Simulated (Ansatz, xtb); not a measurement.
**Relative energy of two isomers of BrFGaH3Si**

We compare X, `[F][Ga]([SiH3])[Br]`, a singlet, with Y, `F[Si@H]([GaH2])Br`, a singlet. Both are isolated molecules in the gas phase, relaxed with PBE0-D3(BJ)/def2-SVP; the shapes shown needn't be the lowest conformers.

X (Å):

```yaml
atoms:
  - { symbol: Br, position_ang: [-1.5742, 0.3792, -1.7653] }
  - { symbol: F, position_ang: [1.5684, 0.9839, -0.7243] }
  - { symbol: Ga, position_ang: [0.0833, 0.2089, -0.2023] }
  - { symbol: Si, position_ang: [-0.0531, -0.8702, 1.9290] }
  - { symbol: H, position_ang: [0.2637, 0.1282, 2.9925] }
  - { symbol: H, position_ang: [0.9471, -1.9777, 1.9673] }
  - { symbol: H, position_ang: [-1.4280, -1.4124, 2.1247] }
```

Y (Å):

```yaml
atoms:
  - { symbol: Br, position_ang: [0.5659, -2.9855, -1.7474] }
  - { symbol: F, position_ang: [2.6680, -0.7483, -1.0140] }
  - { symbol: Ga, position_ang: [-0.1239, -0.7586, 0.9100] }
  - { symbol: Si, position_ang: [1.0531, -0.8684, -1.1774] }
  - { symbol: H, position_ang: [0.6835, -0.0209, -2.3455] }
  - { symbol: H, position_ang: [-1.6390, -0.3503, 0.9212] }
  - { symbol: H, position_ang: [0.6040, -1.2388, 2.2126] }
```

Task: Which of the two would you expect CCSD(T)/def2-SVP + ΔMP2/def2-TZVPP electronic energies to favour?

Result: Structure X; the calculation gives E(Y) − E(X) = +30.9 kJ/mol.

How the difference moves with the method:

```
                             level              geometry  E(Y) − E(X) (kJ/mol)  departure from the last row (kJ/mol)  job, with rough time for the two
              PBE0-D3(BJ)/def2-SVP  PBE0-D3(BJ)/def2-SVP                   +46.6                                 +15.7                optimisation, 55 s
                       HF/def2-SVP  PBE0-D3(BJ)/def2-SVP                   +55.4                                 +24.5           part of the CCSD(T) run
                      MP2/def2-SVP  PBE0-D3(BJ)/def2-SVP                   +60.1                                 +29.2           part of the CCSD(T) run
                  CCSD(T)/def2-SVP  PBE0-D3(BJ)/def2-SVP                   +61.7                                 +30.8                      single point
CCSD(T)/def2-SVP + ΔMP2/def2-TZVPP  PBE0-D3(BJ)/def2-SVP                   +30.9                                                      single point, 37 s
```

As drawn, Y has 1 F–Si, 1 Br–Si, 2 Ga–H in place of 1 F–Ga, 1 Br–Ga, 2 Si–H.

The levels shown agree on the order. The largest departure from CCSD(T)/def2-SVP + ΔMP2/def2-TZVPP is that of CCSD(T)/def2-SVP, 30.8 kJ/mol. A small imaginary or near-zero mode remains, so no thermal terms are given. Levels run at GFN2-xTB geometries aren't shown. The last row adds to CCSD(T) the change of the MP2 difference between the two basis sets, here −30.8 kJ/mol, a large step that makes the value less sure.

The correlated steps freeze 24 core orbitals; the filled d shell of Br and Ga is correlated, in a basis made for valence electrons. Programs: Ansatz 0.2.0; the last row on 2 threads of AMD EPYC 7R43 64-Core Processor (Zen 3) on a shared host.
